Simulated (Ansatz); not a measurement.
System: ZnH₂, net charge 0, triplet state. The spin state was set by rule; other spins were not relaxed. SMILES of the parent species: [ZnH2]
Structure (B3LYP-D3(BJ)/def2-TZVP (Ansatz, a first-principles code) minimum search):
```xyz
3

Zn     0.0806     0.0154     0.0405
H     -1.0527    -1.1408    -0.5737
H     -1.3662     0.6779    -0.6424
```
Charge 0, spin multiplicity 3.

Wanted: atomisation energy (electronic, to ground-state atoms), in kJ/mol. Correlated levels leave the core frozen unless marked. Open shells are spin-unrestricted. Spin-orbit coupling is left out. Frozen are the shells of the preceding noble gas and the d and f shells that filled before the atom's block. Non-relativistic. The coupled-cluster limit lacks core correlation, which all-electron functionals hold. Basis-set limits of correlation are two-point, X^-3; Hartree-Fock from the larger set.

```json
[
 {"level": "revPBE-D3(BJ)/def2-TZVPD", "program": "Ansatz + dftd3", "atomisation energy (kJ/mol)": "129.9"},
 {"level": "r2SCAN-D4/def2-TZVPD", "program": "Ansatz + dftd4", "atomisation energy (kJ/mol)": "?"},
 {"level": "B2PLYP-D3(BJ)/def2-TZVPD", "program": "Ansatz + dftd3", "atomisation energy (kJ/mol)": "124.1"},
 {"level": "RPA@PBE/def2-QZVPP", "program": "Ansatz", "atomisation energy (kJ/mol)": "?"},
 {"level": "CCSD/def2-TZVPP", "program": "Ansatz", "atomisation energy (kJ/mol)": "123.7"},
 {"level": "CCSD(T)/CBS(def2-TZVPPD,def2-QZVPPD)", "program": "Ansatz", "atomisation energy (kJ/mol)": "?"}
]
```

**Question.** Some entries are withheld; supply them.

**Answer.** 
- r2SCAN-D4/def2-TZVPD, atomisation energy (kJ/mol): 170.7
- RPA@PBE/def2-QZVPP, atomisation energy (kJ/mol): 122.1
- CCSD(T)/CBS(def2-TZVPPD,def2-QZVPPD), atomisation energy (kJ/mol): 125.7
